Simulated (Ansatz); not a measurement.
Steps of a relaxation of CH7O2Si2, SMILES `O[SiH]C[SiH2]O` radical with UKS PBE0-D4/def2-TZVP.

```sh
$ ansatz run in.yaml --threads 2 --pin off --events-out ev --progress --plain --max-ram 22528MiB --backend cuda --devices 0, --max-vram 18GiB
```

```yaml
crystal:
  periodic: [false, false, false]
  atoms:
    - {symbol: O, position_ang: [0.599180, -1.882830, 0.185660]}
    - {symbol: Si, position_ang: [1.475840, -0.558300, 0.680530]}
    - {symbol: C, position_ang: [0.184480, 0.807500, 0.883750]}
    - {symbol: Si, position_ang: [-1.003540, 0.928730, -0.607530]}
    - {symbol: O, position_ang: [-1.591780, -0.542360, -0.952950]}
    - {symbol: H, position_ang: [1.020990, -2.727560, 0.062230]}
    - {symbol: H, position_ang: [2.499850, -0.319300, -0.342070]}
    - {symbol: H, position_ang: [0.698930, 1.753920, 1.036260]}
    - {symbol: H, position_ang: [-0.403070, 0.631830, 1.785000]}
    - {symbol: H, position_ang: [-0.257470, 1.457720, -1.755000]}
    - {symbol: H, position_ang: [-2.173430, 1.740930, -0.290470]}
    - {symbol: H, position_ang: [-1.049960, -1.290290, -0.685410]}
basis:
  gaussian: {orbitals: def2-TZVP}
magnetization: {spin_polarized: true, initial_magnetization: 1}
hamiltonian: {xc: pbe0, dispersion: d4}
relax: {f_tol: 0.005, max_steps: 150}
```

Positions (Å) and forces (eV/Å) along the path, 10 of 11 steps:

```xyz
12
step=1 energy=-20992.5316 eV
O     0.599   -1.883    0.186   -0.392    0.007    0.051
Si    1.476   -0.558    0.681   -0.643    0.165    0.557
C     0.184    0.807    0.884    0.100   -0.278   -0.588
Si   -1.004    0.929   -0.608    0.607   -0.266    0.664
O    -1.592   -0.542   -0.953   -0.427   -0.505   -0.167
H     1.021   -2.728    0.062    0.236   -0.202   -0.023
H     2.500   -0.319   -0.342    0.354    0.313   -0.380
H     0.699    1.754    1.036    0.160    0.233   -0.044
H    -0.403    0.632    1.785   -0.064   -0.163    0.106
H    -0.257    1.458   -1.755    0.193    0.312   -0.261
H    -2.173    1.741   -0.290   -0.281    0.480    0.069
H    -1.050   -1.290   -0.685    0.157   -0.095    0.015
12
step=3 energy=-20992.6123 eV
O     0.594   -1.923    0.234   -0.091   -0.049   -0.044
Si    1.447   -0.563    0.691    0.092    0.007    0.011
C     0.177    0.785    0.872   -0.014   -0.057    0.019
Si   -0.992    0.907   -0.596    0.061    0.128    0.042
O    -1.626   -0.562   -0.940   -0.105   -0.118   -0.044
H     1.069   -2.741    0.075    0.053    0.068    0.025
H     2.457   -0.225   -0.368   -0.039   -0.004    0.010
H     0.706    1.736    1.000   -0.004    0.004    0.002
H    -0.411    0.607    1.779    0.012    0.016   -0.017
H    -0.228    1.476   -1.744   -0.007   -0.034    0.010
H    -2.126    1.819   -0.287    0.020   -0.024   -0.023
H    -1.066   -1.316   -0.716    0.020    0.061    0.009
12
step=4 energy=-20992.6157 eV
O     0.616   -1.925    0.221   -0.067    0.024    0.008
Si    1.458   -0.563    0.696   -0.003    0.009   -0.070
C     0.172    0.767    0.876    0.014    0.060    0.044
Si   -0.991    0.907   -0.594    0.007    0.036   -0.033
O    -1.675   -0.546   -0.928   -0.018   -0.038    0.025
H     1.117   -2.728    0.082    0.040   -0.050   -0.019
H     2.453   -0.203   -0.367    0.006    0.000    0.021
H     0.697    1.721    1.008   -0.023   -0.008    0.002
H    -0.418    0.588    1.780   -0.010    0.002    0.009
H    -0.211    1.434   -1.750    0.014   -0.016    0.013
H    -2.101    1.853   -0.307    0.022   -0.010    0.006
H    -1.118   -1.305   -0.717    0.019   -0.008   -0.006
12
step=5 energy=-20992.6179 eV
O     0.611   -1.920    0.205   -0.004   -0.014   -0.007
Si    1.452   -0.560    0.690    0.018    0.002    0.002
C     0.168    0.770    0.883    0.015    0.048    0.031
Si   -0.987    0.902   -0.592   -0.017   -0.039   -0.029
O    -1.684   -0.551   -0.909   -0.008    0.052    0.027
H     1.121   -2.719    0.057   -0.007    0.004   -0.010
H     2.454   -0.191   -0.364   -0.007   -0.001    0.003
H     0.689    1.726    1.016   -0.010   -0.018   -0.003
H    -0.424    0.589    1.786   -0.004   -0.008    0.002
H    -0.190    1.400   -1.750   -0.008   -0.001    0.007
H    -2.087    1.862   -0.317    0.010   -0.004   -0.019
H    -1.123   -1.309   -0.704    0.022   -0.019   -0.005
12
step=6 energy=-20992.6191 eV
O     0.606   -1.911    0.185    0.056   -0.048   -0.007
Si    1.448   -0.557    0.692    0.007    0.005    0.017
C     0.166    0.773    0.895   -0.004    0.019    0.008
Si   -0.981    0.894   -0.589   -0.044   -0.058   -0.041
O    -1.696   -0.558   -0.877    0.012    0.074    0.026
H     1.121   -2.703    0.014   -0.040    0.043    0.001
H     2.451   -0.176   -0.356    0.000   -0.005   -0.003
H     0.684    1.730    1.028    0.005   -0.013    0.001
H    -0.429    0.590    1.795    0.001   -0.005   -0.008
H    -0.172    1.358   -1.753    0.003   -0.008    0.013
H    -2.069    1.875   -0.347    0.001   -0.009   -0.001
H    -1.129   -1.316   -0.687    0.004    0.004   -0.006
12
step=7 energy=-20992.6198 eV
O     0.611   -1.906    0.171    0.053   -0.013    0.002
Si    1.448   -0.555    0.695   -0.016   -0.001    0.011
C     0.163    0.774    0.899   -0.009   -0.007   -0.013
Si   -0.980    0.889   -0.589   -0.009   -0.043   -0.001
O    -1.716   -0.556   -0.852    0.030    0.036    0.017
H     1.132   -2.691   -0.016   -0.032    0.024    0.000
H     2.457   -0.167   -0.343    0.002   -0.001   -0.002
H     0.680    1.731    1.034    0.006   -0.002    0.002
H    -0.435    0.589    1.797    0.001   -0.001    0.000
H    -0.156    1.322   -1.755   -0.016   -0.001    0.005
H    -2.057    1.887   -0.363    0.007   -0.008   -0.011
H    -1.146   -1.316   -0.677   -0.018    0.018   -0.010
12
step=8 energy=-20992.6202 eV
O     0.618   -1.901    0.157    0.031    0.022    0.006
Si    1.448   -0.554    0.702   -0.016   -0.022    0.008
C     0.161    0.774    0.902    0.002   -0.012   -0.033
Si   -0.980    0.884   -0.589   -0.016    0.007    0.006
O    -1.737   -0.553   -0.830    0.038   -0.005    0.008
H     1.142   -2.679   -0.045   -0.012    0.002   -0.002
H     2.472   -0.161   -0.321   -0.005    0.004    0.000
H     0.680    1.730    1.039    0.003    0.005    0.001
H    -0.439    0.588    1.798   -0.002    0.001    0.000
H    -0.155    1.292   -1.763   -0.002   -0.010    0.013
H    -2.045    1.898   -0.379    0.005   -0.004    0.001
H    -1.166   -1.316   -0.671   -0.025    0.012   -0.006
12
step=9 energy=-20992.6204 eV
O     0.622   -1.896    0.145    0.019    0.010    0.010
Si    1.448   -0.555    0.709   -0.022   -0.005   -0.033
C     0.161    0.774    0.901   -0.008   -0.012    0.003
Si   -0.981    0.881   -0.588    0.017    0.003    0.003
O    -1.747   -0.553   -0.817    0.008   -0.006    0.001
H     1.144   -2.673   -0.066   -0.004    0.001    0.001
H     2.478   -0.153   -0.305    0.006   -0.004    0.008
H     0.681    1.729    1.038    0.000    0.006    0.001
H    -0.440    0.591    1.797   -0.003    0.007    0.006
H    -0.151    1.271   -1.764   -0.007    0.001    0.001
H    -2.038    1.903   -0.386    0.003   -0.002    0.001
H    -1.178   -1.318   -0.664   -0.010    0.001   -0.002
12
step=10 energy=-20992.6205 eV
O     0.623   -1.897    0.143    0.008    0.011    0.004
Si    1.448   -0.555    0.708   -0.007   -0.010   -0.007
C     0.161    0.774    0.901   -0.002   -0.005   -0.002
Si   -0.981    0.881   -0.588    0.005    0.005    0.003
O    -1.747   -0.553   -0.818    0.004   -0.004    0.001
H     1.145   -2.673   -0.065    0.000   -0.001    0.000
H     2.483   -0.155   -0.301   -0.002    0.001    0.002
H     0.681    1.729    1.036    0.000    0.003    0.000
H    -0.440    0.593    1.797    0.001    0.002    0.002
H    -0.154    1.272   -1.765   -0.001    0.001   -0.002
H    -2.039    1.903   -0.384    0.000    0.000    0.000
H    -1.180   -1.318   -0.664   -0.005   -0.002   -0.002
12
step=11 energy=-20992.6205 eV
O     0.623   -1.897    0.143    0.001    0.003    0.000
Si    1.448   -0.556    0.709    0.000   -0.002   -0.001
C     0.161    0.774    0.900    0.001    0.000    0.001
Si   -0.981    0.881   -0.588   -0.003    0.003    0.003
O    -1.747   -0.553   -0.819    0.003   -0.001    0.001
H     1.145   -2.675   -0.063    0.001   -0.002    0.000
H     2.484   -0.155   -0.299    0.000    0.000    0.000
H     0.681    1.729    1.034    0.001    0.000   -0.001
H    -0.440    0.594    1.797    0.000    0.001   -0.001
H    -0.156    1.275   -1.766    0.002    0.000    0.000
H    -2.039    1.902   -0.382   -0.001    0.000   -0.001
H    -1.180   -1.319   -0.667   -0.003   -0.001   -0.001
```

Run time 26 s (2 threads of an AMD EPYC 7R13 on a shared host and a share of an NVIDIA H100 80 GB); peak host memory 0.94 GiB.
